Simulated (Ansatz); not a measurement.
HBr, charge +1, doublet, at a GFN2-xTB geometry (a state made from the parent by changing its charge; the spin is typed, not shown lowest), with bond 2-1 at 1.4 times its length; SC-NEVPT2/def2-SVP, CASSCF(5,4) (Ansatz, a program for electronic structure).

Input for Ansatz:
Ansatz 0.2 input:
```yaml
crystal:
  periodic: [false, false, false]
  atoms:
    - {symbol: Br, position_ang: [-0.00000000, -0.00000000, -0.04027681]}
    - {symbol: H, position_ang: [0.00000000, 0.00000000, 1.98967439]}
basis:
  gaussian:
    orbitals: def2-SVP
total_charge: 1
correlation: {method: sc_nevpt2, electrons: all, active_space: {window: {electrons: 5, orbitals: 4}}}
magnetization: {spin_polarized: false, initial_magnetization: 1}
```

Output, abridged:

```
Functional definition: HF
357 factors; integrals over basis functions are off by at most 1.6e-3 eV
mean field evaluation 1: about -69992.8535 eV, gradient 1.5e1 eV
mean field evaluation 2: about -69992.8542 eV, gradient 1.5e1 eV
mean field evaluation 4: about -69993.6468 eV, gradient 1.2e0 eV
mean field evaluation 8: about -69993.6577 eV, gradient 1.4e-5 eV
mean field evaluation 16: about -69993.6577 eV, gradient 4.7e-6 eV
mean field -69993.65767810 eV, -2572.2194762651 hartree, gradient 9.9e-6 eV, S^2 0.750000; 2 other end points of the search recorded, 0 dependent functions left out
reference -69993.65767810 eV, -2572.2194762651 hartree; 18, 17 occupied and 19, 20 virtual orbitals, 357 factors
state -69994.59047832 eV, -2572.2537560409 hartree
state -69994.59047832 eV, -2572.2537560409 hartree; corrected -70000.95879831 eV, -2572.4877874839 hartree
Total energy: -70000.95879831 eV, -2572.4877874839 hartree
```
